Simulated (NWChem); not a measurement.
## Lowest excitation of H2OSi

```xyz
4

Si     0.3955     0.5087     0.0000
H      1.6041    -0.4718     0.0000
O     -0.8203    -0.6352     0.0000
H     -0.5785    -1.5679     0.0000
```
Charge 0, spin multiplicity 1.

All runs are NWChem calculations. Structure: optimised with PBE0/def2-SVP, a minimum by its harmonic frequencies. It is one conformer; others weren't searched.

Basis set: aug-cc-pVDZ.

```csv
method,lowest vertical singlet excitation energy (eV),relative cost,difference from EOM-CCSD
TDA-LDA (SVWN5),3.15,1,-0.27
EOM-CCSD,3.42,under 3,0.00
CIS,3.55,3,+0.13
TD-B3LYP,3.22,3,-0.20
TD-PBE,3.11,under 3,-0.31
```

The values span 0.44 eV, from TD-PBE (lowest) to CIS (highest). The cost column gives rough processor time relative to TDA-LDA (SVWN5); each entry includes its own SCF.

The correlated methods keep 6 core orbitals frozen. B3LYP has NWChem's definition, with VWN1-RPA local correlation. The structure started from a generated list of species. Coupled-cluster values serve here as a point of comparison, not as the truth.
